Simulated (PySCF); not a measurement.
Species: HC(SiH3)3, CH₁₀Si₃.
Geometry (PBE0-D3(BJ)/def2-SVP, Å), atoms numbered from 1 in this order:
```xyz
14
CH10Si3 angstrom
C      0.2705   -0.1992    0.3598
Si     0.5484    1.6660    0.4180
Si    -1.5220   -0.6578    0.7292
Si     0.8731   -0.9494   -1.2626
H      0.8860   -0.6404    1.1669
H      0.1237    2.2203    1.7405
H      1.9934    1.9872    0.2049
H     -0.2510    2.3315   -0.6559
H     -2.4188   -0.0923   -0.3251
H     -1.6914   -2.1436    0.7474
H     -1.9417   -0.1093    2.0557
H      2.3190   -0.6363   -1.4811
H      0.7030   -2.4352   -1.2512
H      0.0884   -0.3853   -2.4034
```

The closed-shell ground state was solved at several levels (PySCF, density fitting, gas phase, non-relativistic).

| level | basis functions | HOMO (eV) | LUMO (eV) | gap (eV) | dipole (D) |
| --- | --- | --- | --- | --- | --- |
| wB97X-D/pcSseg-1 | 139 | -10.68 | 1.79 | 12.47 | 0.68 |
| PBE0/pcSseg-1 | 139 | -8.84 | 0.04 | 8.88 | 0.68 |

(1) What might wB97X-D/def2-SVPD (172 basis functions) give for the same quantities?

(2) Over all these levels, which gives the widest orbital gap and which the narrowest?

(3) How far do the dipole and the HOMO energy spread over the levels?

Answers

(1) HOMO -10.61 eV, LUMO 1.59 eV, gap 12.20 eV, dipole 0.69 D.

(2) wB97X-D/pcSseg-1 (range-separated hybrid) has the widest, 12.47 eV, and PBE0/pcSseg-1 (global hybrid, 25 % exact exchange) the narrowest, 8.88 eV. The two share the basis. From the narrowest to the widest the HOMO moves by -1.84 eV and the LUMO by +1.75 eV.

(3) The dipole runs from 0.68 to 0.69 D (mean 0.68 D) and the HOMO from -10.68 to -8.84 eV.
